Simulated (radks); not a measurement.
Results of a calculation; reference values are marked as such.
Problem. Coherent X-ray form factor from a spherical all-electron density. Code: a radial shooting solver on a logarithmic mesh with Libxc functionals. Model: Dirac Kohn-Sham, LDA (Slater exchange, VWN5 correlation), spin-unpolarised, spherical densities, point nucleus.

| sin(theta)/lambda (1/angstrom) | f0 (electrons) |
|---|---|
| 0.05 | 11.791 |
| 0.1 | 11.231 |
| 0.15 | 10.477 |
| 0.2 | 9.685 |
| 0.25 | 8.951 |
| 0.3 | 8.301 |
| 0.4 | 7.190 |
| 0.5 | 6.196 |
| 0.6 | 5.271 |
| 0.8 | 3.734 |
| 1 | 2.701 |
| 1.25 | 1.971 |
| 1.5 | 1.602 |
| 2 | 1.263 |

The species is in the configuration that NIST lists as its ground one. Which atom or ion scatters so?

Solution. The silicon ion Si2+, [Ne] 3s2. Extrapolating in s^2 from the first two rows gives f0(0) = 12.0, near the electron count 12; among species with that count, the fall with angle is slower the higher Z, and the table is that of Z = 14; from so few rows the species is fixed only to a neighbour or two.
